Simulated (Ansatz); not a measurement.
`[CH3][Al]([OH])[SiH2]O` + H–F → `[CH3][Al]([OH])[F]` + `O[SiH3]`  (cleavage of the Al–Si bond)

Gas-phase electronic energies from Ansatz, PBE0-D4/def2-TZVP geometries. CCSD(T)/CBS adds triple-zeta CCSD(T) − MP2 to the extrapolated MP2 energy (def2 sets, frozen cores). This one scheme is used for every species. DFT in def2-TZVPP. Each species was taken in one conformer, which may not be the lowest.

| level | ΔE (kcal/mol) |
| --- | --- |
| PBE-D4 | -43.2 |
| r2SCAN-D4 | -49.0 |
| ωB97M-V | -50.5 |
| MP2/def2-QZVPP | -51.1 |

Task: What does CCSD(T)/CBS give? (Best estimate.)

Result: Computed: -48.7 kcal/mol. The listed levels differ from it by 5.5, -0.3, -1.8, -2.4 kcal/mol.

Largest T1 diagnostic among the species: 0.012.

The D4 term adds +1.6 kcal/mol with B3LYP and +1.0 kcal/mol with PBE0; it sums over pairs of atoms, weighted by their polarisabilities, and B3LYP, whose exchange is more repulsive, gets the larger term. From PBE to PBE0 (25 % exact exchange), in def2-TZVPP and without D4, ΔE moves by −1.5 kcal/mol. In def2-TZVPP, CCSD(T) changes the Hartree–Fock value by +6.4 kcal/mol (the triples alone add +1.0 kcal/mol) and MP2 by +4.3 kcal/mol.

B3LYP here is the variant with VWN-RPA as its local correlation; programs differ in this.
